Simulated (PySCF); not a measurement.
Ga(Me)(PH2)2 (CH₇GaP₂), SMILES [CH3][Ga]([PH2])[PH2]. Atoms are numbered in the order given.

```xyz
11

Ga    -0.1942    -0.2134    -0.0604
C     -1.6069    -1.5645    -0.2836
H     -1.3208    -2.2501    -1.0996
H     -2.5717    -1.1083    -0.5528
H     -1.7354    -2.1693     0.6273
P     -0.4132     1.8951    -1.0071
H     -0.8530     1.4041    -2.2753
H      0.9553     2.0159    -1.3959
P      1.5369    -0.5599     1.4479
H      2.5573    -0.0075     0.6158
H      1.7726    -1.9099     1.0421
```

Geometry: r2SCAN-D4/def2-SVP. The structure was generated by enumeration; whether it is a known compound was not checked. The values are those of a single conformer.

Two levels are set side by side: PBE/pcSseg-1 (PySCF) and B3LYP/pcSseg-1 (PySCF). GIAO shifts against PH3 (³¹P), TMS (¹H), TMS (¹³C) at the same level; non-relativistic, no solvent, atoms listed together averaged. Differences are taken from unrounded values.

```csv
quantity,PBE
δ(¹³C) of C2 (ppm),8.9
"δ(³¹P) of P6, P9 (ppm)",42.7
```

### Question
These are the PBE values. What does B3LYP give? (Estimate from the structure and the level; the computed values follow.)

### Answer

| quantity | B3LYP | PBE minus B3LYP |
|---|---|---|
| δ(¹³C) of C2 (ppm) | 7.5 | 1.4 |
| δ(³¹P) of P6, P9 (ppm) | 35.1 | 7.6 |

Rough cost on one machine, each run with all the roots and properties that it gave: B3LYP against PBE within a factor of 2.
